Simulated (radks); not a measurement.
Question: Species: Nb. Configuration: [Kr] 4d4 5s1. Method: Dirac Kohn-Sham, Slater X-alpha with alpha = 0.68, spin-unpolarised, spherical densities, finite nucleus; open shells are shared between the two j in proportion to 2j + 1; Fermi nuclear charge, rms radius 4.324 fm; computed with a radial shooting solver on a logarithmic mesh with Libxc functionals. Some entries of the table are withheld. Estimate them.

orbital  occ.  eigenvalue (hartree)  <r^2> (bohr^2)  r(max) (bohr)
1s1/2       2             -690.0528        0.001760        0.02351
2s1/2       2             -96.51362         0.02944         0.1334
2p1/2       2             -88.64434         0.02226         0.1039
2p3/2       4             -85.12794         0.02363         0.1076
3s1/2       2             -16.05458          0.2259         0.3961
3p1/2       2             -13.08760          0.2248            (1)
3p3/2       4             -12.51724          0.2355            (2)
3d3/2       4              -7.25457          0.2243            (3)
3d5/2       6              -7.14823          0.2279            (4)
4s1/2       2              -2.11355           1.522          1.029
4p1/2       2                   (5)           1.887            (6)
4p3/2       4                   (7)           1.985            (8)
5s1/2       1              -0.12613           16.38          3.078
4d3/2     1.6              -0.08873           6.426          1.498
4d5/2     2.4              -0.08311           6.674          1.514

Answer: 
(1) 3p1/2 r(max) (bohr): 0.3833
(2) 3p3/2 r(max) (bohr): 0.3926
(3) 3d3/2 r(max) (bohr): 0.3321
(4) 3d5/2 r(max) (bohr): 0.3349
(5) 4p1/2 eigenvalue (hartree): -1.29106
(6) 4p1/2 r(max) (bohr): 1.103
(7) 4p3/2 eigenvalue (hartree): -1.21255
(8) 4p3/2 r(max) (bohr): 1.129
